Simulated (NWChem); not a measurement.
Species: PbSiH$_{4}$S, singlet; SMILES [SiH3][Pb][SH]

```xyz
7

Pb     0.5317     0.1668     0.0000
S     -1.6808     1.4052     0.0001
H     -1.1417     2.6460    -0.0024
Si    -0.8712    -2.1967     0.0001
H     -0.5207    -3.0079    -1.2144
H     -2.3581    -2.0182     0.0205
H     -0.4900    -3.0295     1.1905
```
Atoms are numbered in this order, from 1.

Program: NWChem. Low-valent species are run as closed-shell singlets; no triplet was tried in these runs. Coordinates come from a PBE0/def2-SVP optimisation. def2 effective core potentials on Pb; no spin-orbit coupling. LC-ωPBE (HJS hole) with def2-SVP; x = 1 − exp(−ω/0.25 bohr⁻¹) is a scale chosen for this fit.

| row | x | −ε(HOMO) (eV) |
|---|---|---|
| ω = 0.05 | 0.181 | 6.24 |
| ω = 0.25 | 0.632 | withheld |
| ω = 0.30 | 0.699 | 8.40 |
| ω = 0.35 | 0.753 | 8.61 |
| ω = 0.80 | 0.959 | 9.28 |

Task: Fit a straight line of the last column on the one before it, predict the withheld value, and compare with the run.

Result: 
1. Means of the 4 shown rows: x = 0.6480, y = 8.133. Slope Σ(x − x̄)(y − ȳ)/Σ(x − x̄)² = 1.304/0.3284 = 3.972; intercept 5.559.
2. The shown rows scatter about the line by 0.065 (root mean square); the largest residual is -0.09, at ω = 0.80.
3. At x = 0.632 (ω = 0.25; inside the shown range) the line gives 8.07.
4. The run gives 8.14, +0.07 from the line, 1.1 times the scatter.
